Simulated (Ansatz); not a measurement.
`B[C](=C)[AlH][CH3]` + `N=C(N)F` → `BNC(=N)F` + `C=[CH][AlH][CH3]`  (ligand exchange at a B–C bond)

Isolated molecules relaxed with PBE0-D4/def2-TZVP in Ansatz; ΔE leaves out vibrations. CCSD(T)/CBS is the MP2 limit (def2-TZVPP, def2-QZVPP) plus CCSD(T) − MP2 in def2-TZVPP, frozen cores. Functionals use def2-TZVPP. B3LYP here is the variant with VWN-RPA as its local correlation; programs differ in this. Each species was taken in one conformer, which may not be the lowest.

| level | ΔE (kJ/mol) |
| --- | --- |
| B3LYP-D4 | -103.3 |
| B2PLYP | -104.1 |
| HF/def2-TZVPP | -101.7 |
| SCS-MP2/def2-QZVPP | -102.8 |

**Question.** What does CCSD(T)/CBS give? (An estimate is asked.)

**Answer.** Ansatz gave: -104.2 kJ/mol. The listed levels differ from it by 0.9, 0.1, 2.5, 1.4 kJ/mol.

Largest T1 diagnostic among the species: 0.014.
